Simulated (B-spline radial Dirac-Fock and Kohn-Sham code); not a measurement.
# K-line shifts caused by a second vacancy in Fe⁴⁺

System: the Fe⁴⁺ ion in the configuration [Ar] 3d4, inside a Watson sphere of charge -4 and radius 2 Å (a model of the Madelung potential; inside it an electron's potential energy is raised by 28.8 eV).

Input file task.json (cfg lists n, l and occupation; rrms is the nuclear radius in fm):

```json
{"items": [{
  "Z": 26,
  "q": 4,
  "cfg": [[1, 0, 2], [2, 0, 2], [2, 1, 6], [3, 0, 2], [3, 1, 6], [3, 2, 4]],
  "A": 56,
  "rrms": 3.7377,
  "watson": [-4, 2.0],
  "do": ["binding", "quiet", "double"]
}]}
```

Run with: `python xray_run.py task.json out`

Calculated with a radial atomic solver, using Dirac-Fock (average of configuration) total-energy differences with a finite nucleus, the Breit interaction including its frequency dependence, and self-energy and vacuum-polarisation corrections. Each two-hole energy is an average over J within one jj subconfiguration, not an observable level; in light atoms, where LS coupling holds, the j-resolved values are not observed lines, and for a K spectator the Kα1 hypersatellite is nearly forbidden. The model has no electron correlation.

Lines without a spectator: Kα2 (K-L2) 6388.5 eV, Kα1 (K-L3) 6400.7 eV, Kβ3 (K-M2) 7059.7 eV, Kβ1 (K-M3) 7061.4 eV. Shifts in eV with one spectator hole (a dash: not computed, or left out as unreliable):

| spectator hole | Kα2 | Kα1 | Kβ3 | Kβ1 |
| --- | --- | --- | --- | --- |
| L2 (2p1/2) | +25.01 | +30.7 | – | +71.8 |
| L3 (2p3/2) | +28.59 | +27.37 | +69.5 | – |
| M2 (3p1/2) | – | +2.39 | +6.82 | +8.46 |
| M3 (3p3/2) | +2.19 | – | +8.09 | +7.66 |

Question: Where does the K-L3 hypersatellite lie, emitted when both K electrons are missing?

Answer: +274.6 eV from the normal line, at 6675.2 eV. Removing both K electrons costs 14699.6 eV, which is 374.2 eV more than twice the K binding energy. In light atoms the observed hypersatellite is the ¹S₀ → ¹P₁ component, which lies below this average, and the triplet component is nearly forbidden.

With n spectator holes in 2p, averaged over the 2p shell (energies in eV):

| n | KαLⁿ | step | hypersatellite KαʰLⁿ |
| --- | --- | --- | --- |
| 0 | 6396.6 | – | 6670.5 |
| 1 | 6425.0 | +28.4 | 6700.2 |
| 2 | 6454.6 | +29.6 | 6731.0 |
| 3 | 6485.5 | +30.8 | 6763.1 |
| 4 | 6517.5 | +32.1 | 6796.5 |
| 5 | 6550.8 | +33.3 | 6831.0 |
